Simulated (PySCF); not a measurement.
CH2O3. Atoms are numbered in the order given.

```xyz
6

O      0.0000     1.0885    -0.6780
C      0.0000     0.0000     0.0980
O      0.0000     0.0000     1.3027
O      0.0000    -1.0885    -0.6780
H      0.0000     1.8517    -0.0802
H      0.0000    -1.8517    -0.0802
```

Coordinates come from a B3LYP-D3(BJ)/def2-SVP optimisation. The values are those of a single conformer.

Calculation: M06-2X/def2-TZVPD (PySCF).

Gas-phase values at a fixed geometry.

The total energy is -265.02804 hartree, the point group is C2v and the highest occupied level is -10.61 eV. The lowest empty level is -0.12 eV and the orbital gap is 10.49 eV. The dipole moment comes out as 0.27 D and the quadrupole, principal values (traceless, Buckingham form, about the centre of nuclear charge) is -10.49, -0.86, 11.36 D·Å. The mean static polarisability is 25.9 bohr³ (3.83 Å³) and the polarisability, principal values is 18.7, 28.9, 30.0 bohr³.
